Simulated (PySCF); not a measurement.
C$_{2}$H$_{6}$O, charge +1, doublet, at a GFN2-xTB geometry (a state made from the parent by changing its charge; the spin is typed, not shown lowest); MP2/6-31G run with PySCF.

The PySCF input:
```python
from pyscf import gto, scf, mp

mol = gto.Mole()
mol.atom = '''
    C    -1.19094099    0.21781448    0.23891101
    C     0.04803833   -0.35349676   -0.35038744
    O     1.25579202    0.08279295    0.05695778
    H    -2.07977452   -0.23626278   -0.19233691
    H    -1.24684479    1.30540147    0.09704701
    H    -1.22243436    0.08766083    1.32894051
    H     0.06353667   -1.47789509   -0.28739423
    H     0.03999364   -0.30342599   -1.47551328
    H     1.25660309    0.77627164    0.74245322
'''
mol.basis = '6-31g'
mol.charge = 1
mol.spin = 1
mol.verbose = 4
mol.build()

mf = scf.UHF(mol)
mf.kernel()

pt = mp.MP2(mf)
pt.kernel()
print('E(MP2) = %.10f' % pt.e_tot)
```

Write the output that PySCF gives for this input, abridged.


```
PySCF version 2.14.0

[INPUT] verbose = 4
[INPUT] num. atoms = 9
[INPUT] num. electrons = 25
[INPUT] charge = 1
[INPUT] spin (= nelec alpha-beta = 2S) = 1
[INPUT] symmetry False subgroup None
[INPUT] Mole.unit = angstrom
[INPUT] Symbol           X                Y                Z      unit          X                Y                Z       unit  Magmom
[INPUT]  1 C     -1.190940990000   0.217814480000   0.238911010000 AA   -2.250552301618   0.411609713165   0.451476377043 Bohr   0.0
[INPUT]  2 C      0.048038330000  -0.353496760000  -0.350387440000 AA    0.090779287181  -0.668012062321  -0.662136299087 Bohr   0.0
[INPUT]  3 O      1.255792020000   0.082792950000   0.056957780000 AA    2.373102987214   0.156456000545   0.107634604863 Bohr   0.0
[INPUT]  4 H     -2.079774520000  -0.236262780000  -0.192336910000 AA   -3.930204243649  -0.446471947628  -0.363464083545 Bohr   0.0
[INPUT]  5 H     -1.246844790000   1.305401470000   0.097047010000 AA   -2.356195172941   2.466851260905   0.183392270108 Bohr   0.0
[INPUT]  6 H     -1.222434360000   0.087660830000   1.328940510000 AA   -2.310066145658   0.165654960552   2.511333599740 Bohr   0.0
[INPUT]  7 H      0.063536670000  -1.477895090000  -0.287394230000 AA    0.120066905167  -2.792816960939  -0.543096384480 Bohr   0.0
[INPUT]  8 H      0.039993640000  -0.303425990000  -1.475513280000 AA    0.075577026324  -0.573392020175  -2.788315992359 Bohr   0.0
[INPUT]  9 H      1.256603090000   0.776271640000   0.742453220000 AA    2.374635687382   1.466940797867   1.403033246101 Bohr   0.0

nuclear repulsion = 82.7645364549587
number of shells = 27
number of NR pGTOs = 90
number of NR cGTOs = 39
basis = 6-31g
ecp = {}

******** <class 'pyscf.scf.uhf.UHF'> ********
method = UHF
initial guess = minao
damping factor = 0
level_shift factor = 0
DIIS = <class 'pyscf.scf.diis.CDIIS'>
diis_start_cycle = 1
diis_space = 8
diis_damp = 0
SCF conv_tol = 1e-09
SCF conv_tol_grad = None
SCF max_cycles = 50
direct_scf = True
direct_scf_tol = 1e-13
number electrons alpha = 13  beta = 12
Set gradient conv threshold to 3.16228e-05
init E= -154.426459022136

cycle= 1 E= -153.540333221256  delta_E= 0.886  |g|= 0.355  |ddm|= 1.67
cycle= 2 E= -153.615333910441  delta_E= -0.075  |g|= 0.213  |ddm|= 0.525
cycle= 3 E= -153.635719093571  delta_E= -0.0204  |g|= 0.0545  |ddm|= 0.177
cycle= 4 E= -153.642537968486  delta_E= -0.00682  |g|= 0.0498  |ddm|= 0.106
cycle= 5 E= -153.646488568266  delta_E= -0.00395  |g|= 0.0386  |ddm|= 0.0666
cycle= 6 E= -153.653935531123  delta_E= -0.00745  |g|= 0.023  |ddm|= 0.157
cycle= 7 E= -153.656916452273  delta_E= -0.00298  |g|= 0.00848  |ddm|= 0.124
cycle= 8 E= -153.657081009813  delta_E= -0.000165  |g|= 0.00462  |ddm|= 0.0421
cycle= 9 E= -153.657080483526  delta_E= 5.26e-07  |g|= 0.00385  |ddm|= 0.0199
cycle= 10 E= -153.657104740017  delta_E= -2.43e-05  |g|= 0.000732  |ddm|= 0.0141
cycle= 11 E= -153.657105607947  delta_E= -8.68e-07  |g|= 0.000255  |ddm|= 0.00251
cycle= 12 E= -153.657105727507  delta_E= -1.2e-07  |g|= 9.03e-05  |ddm|= 0.000973
cycle= 13 E= -153.657105738376  delta_E= -1.09e-08  |g|= 3.42e-05  |ddm|= 0.000236
cycle= 14 E= -153.657105740102  delta_E= -1.73e-09  |g|= 1.78e-05  |ddm|= 8.84e-05
cycle= 15 E= -153.657105740628  delta_E= -5.26e-10  |g|= 5e-06  |ddm|= 4.71e-05
Extra cycle  E= -153.657105740662  delta_E= -3.35e-11  |g|= 3.25e-06  |ddm|= 7.46e-06
converged SCF energy = -153.657105740662  <S^2> = 0.7649477  2S+1 = 2.0148923

******** <class 'pyscf.mp.ump2.UMP2'> ********
nocc = (np.int64(13), np.int64(12)), nmo = (39, 39)
E(UMP2) = -153.939119202308  E_corr = -0.282013461646442
E(SCS-UMP2) = -153.94120037912  E_corr = -0.284094638458117
E_corr(same-spin) = -0.0626786717510922
E_corr(oppo-spin) = -0.21933478989535
E(MP2) = -153.9391192023
```
